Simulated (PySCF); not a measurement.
## Electron correlation in Ag³⁺ (silver, charge +3)

[Kr] 4d8, high-spin 3F determinant. All numbers are calculated (PySCF 2.14, scalar relativity by spin-free X2C-1e, in ANO-RCC-VTZP). Frozen: [Ar] 3d10; 16 electrons correlated.

```json
{"level": "CCSD", "correlation energy (mhartree)": "-426.14"}
{"level": "(T)", "correlation energy (mhartree)": "-6.81"}
{"level": "CCSD(T)", "correlation energy (mhartree)": "-432.95"}
```

Diagnostics: T1 = 0.0046, D1 = 0.0088, largest double amplitude 0.018.

Is a single reference adequate?

Yes, within this model without spin-orbit coupling: T1 lies below 0.03 and no double amplitude reaches 0.07.
